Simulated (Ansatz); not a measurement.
A run for Ansatz (a program for electronic structure): U-CCSD(T)/def2-QZVPP on RbSr, 2S+1 = 2, a spin state set in the input, which need not be the lowest, a point of a bond scan (R = 4.692 Å). Elements past Kr take the def2 small-core potentials; no spin–orbit coupling. Files ending in .json are basis or fitting sets from the Basis Set Exchange.

Ansatz 0.2 input:
```yaml
crystal:
  periodic: [false, false, false]
  atoms:
    - {symbol: Rb, position_ang: [0.00000000, 0.00000000, 0.00000000]}
    - {symbol: Sr, position_ang: [0.00000000, 0.00000000, 4.69236500]}
basis:
  gaussian:
    orbitals: def2-QZVPP.json
    pivot_positions_ang: [[0.00000000, 0.00000000, 0.00000000], [0.00000000, 0.00000000, 4.69236500]]
magnetization: {spin_polarized: true, initial_magnetization: 1}
correlation: {method: ccsd_t, electrons: valence}
output: {orbitals: {seedname: ./end}}
```

It printed:

```
WARN ansatz: RAYON_NUM_THREADS=1 ignored (pool sized by the plan → 1); use --threads N
Functional definition: HF
integrals: 0.34 GiB planned
845 factors; integrals over basis functions are off by at most 3.6e-4 eV
mean field: 0.30 GiB planned
mean field evaluation 1: about -1473.3099 eV, gradient 1.4e0 eV
mean field evaluation 2: about -1473.3103 eV, gradient 1.4e0 eV
mean field evaluation 4: about -1473.4359 eV, gradient 4.0e-1 eV
mean field evaluation 8: about -1473.4550 eV, gradient 2.0e-1 eV
mean field evaluation 16: about -1473.4744 eV, gradient 1.3e-2 eV
mean field evaluation 32: about -1473.4484 eV, gradient 2.4e-1 eV
mean field evaluation 64: about -1472.8108 eV, gradient 8.4e-6 eV
mean field evaluation 96: about -1473.4659 eV, gradient 3.2e-1 eV
mean field evaluation 128: about -1473.4744 eV, gradient 4.2e-6 eV
mean field evaluation 160: about -1472.2891 eV, gradient 2.6e-1 eV
mean field evaluation 192: about -1472.3144 eV, gradient 8.9e-2 eV
mean field evaluation 224: about -1471.2063 eV, gradient 4.7e0 eV
mean field evaluation 256: about -1471.9903 eV, gradient 1.5e-2 eV
mean field evaluation 288: about -1471.6299 eV, gradient 2.7e0 eV
mean field evaluation 320: about -1471.5651 eV, gradient 5.1e-2 eV
mean field evaluation 352: about -1472.9167 eV, gradient 3.7e-2 eV
mean field -1473.47441849 eV, -54.1491861227 hartree, gradient 4.2e-6 eV, S^2 0.905354; 17 other end points of the search recorded, 0 dependent functions left out
determinant -1473.47441849 eV, -54.1491861227 hartree, with singles and doubles -1485.25804095 eV, -54.5822262608 hartree
determinant -1472.91971402 eV, -54.1288011093 hartree, with singles and doubles -1484.29969365 eV, -54.5470076472 hartree
determinant -1472.81082621 eV, -54.1247995562 hartree, with singles and doubles -1484.23826992 eV, -54.5447503667 hartree
determinant -1472.66492204 eV, -54.1194376768 hartree, with singles and doubles -1484.36525784 eV, -54.5494170867 hartree
determinant -1472.24136402 eV, -54.1038722069 hartree, with singles and doubles -1483.81930124 eV, -54.5293535517 hartree
determinant -1471.99033345 eV, -54.0946470035 hartree, with singles and doubles -1483.43251713 eV, -54.5151394979 hartree
determinant -1471.72421781 eV, -54.0848674338 hartree, with singles and doubles -1483.33617172 eV, -54.5115988692 hartree
determinant -1473.47441849 eV, -54.1491861227 hartree, with singles and doubles -1485.22282317 eV, -54.5809320312 hartree
determinant -1472.91971402 eV, -54.1288011093 hartree, with singles and doubles -1484.28314823 eV, -54.5463996143 hartree
determinant -1472.81082621 eV, -54.1247995562 hartree, with singles and doubles -1484.20564946 eV, -54.5435515868 hartree
determinant -1472.66492204 eV, -54.1194376768 hartree, with singles and doubles -1484.31170708 eV, -54.5474491324 hartree
determinant -1472.24136402 eV, -54.1038722069 hartree, with singles and doubles -1483.84346489 eV, -54.5302415493 hartree
reference -1473.47441849 eV, -54.1491861227 hartree; 10, 9 occupied and 116, 117 virtual orbitals, 845 factors
second order -10.89818896 eV of doubles, -0.00000000 eV of singles
coupled cluster: 0.97 GiB planned
cycle   1  -11.74906353 eV  change   -6.6e-4 eV  update   2.3e-3
cycle   2  -11.75028599 eV  change   -1.2e-3 eV  update   1.7e-3
cycle   3  -11.75069307 eV  change   -4.1e-4 eV  update   1.0e-3
cycle   4  -11.75019487 eV  change    5.0e-4 eV  update   4.4e-4
cycle   5  -11.75042438 eV  change   -2.3e-4 eV  update   1.8e-4
cycle   6  -11.75067952 eV  change   -2.6e-4 eV  update   8.3e-5
cycle   7  -11.75066528 eV  change    1.4e-5 eV  update   3.7e-5
cycle   8  -11.75062400 eV  change    4.1e-5 eV  update   2.2e-5
cycle   9  -11.75063046 eV  change   -6.5e-6 eV  update   8.4e-6
coupled cluster: 0.97 GiB planned
perturbative correction -0.38547364 eV, -0.0141658949 hartree
Total energy: -1485.61052259 eV, -54.5951797223 hartree
```

The run converged. Its determinant has ⟨S²⟩ = 0.91, a mixture of spin states.

Cost: roughly 2.9 core-minutes.
